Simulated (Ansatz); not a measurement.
Consider the formal hydrolysis of a Ga–F bond: `[F][Ga]([F])[Br]` + H₂O → `[OH][Ga]([F])[Br]` + H–F.

Isolated molecules relaxed with PBE0-D4/def2-TZVP in Ansatz; ΔE leaves out vibrations. CCSD(T)/CBS is the MP2 limit (def2-TZVPP, def2-QZVPP) plus CCSD(T) − MP2 in def2-TZVPP, frozen cores. This one scheme is used for every species. DFT in def2-TZVPP. For Br, Ga outer-core shells are correlated without core-valence functions, which leaves a few kJ/mol of doubt a bond. Scalar relativity is left out up to krypton. One conformer a species, not always the lowest.

```tsv
species	BHLYP-D4 energy (Eh)
`[F][Ga]([F])[Br]`	-4698.82875
H₂O	-76.42330
`[OH][Ga]([F])[Br]`	-4674.79197
H–F	-100.45188
```

(1) Work out ΔE.

Largest T1 diagnostic among the species: 0.012.

Answers

(1) ΔE = (-4674.79197) + (-100.45188) − (-4698.82875) − (-76.42330) = 0.00820 Eh = +21.5 kJ/mol. CCSD(T)/CBS gives +14.9 kJ/mol.

At CCSD(T), def2-SVP lies +9.1 kJ/mol from the extrapolated value and def2-TZVPP +1.3 kJ/mol. Leaving LDA and LC-ωPBE aside and taking each functional with its dispersion term where it has one, the values, not all of them listed here, spread over 7.5 kJ/mol, from PBE-QIDH to B97M-V. LDA lies −6.7 kJ/mol from PBE without D4.
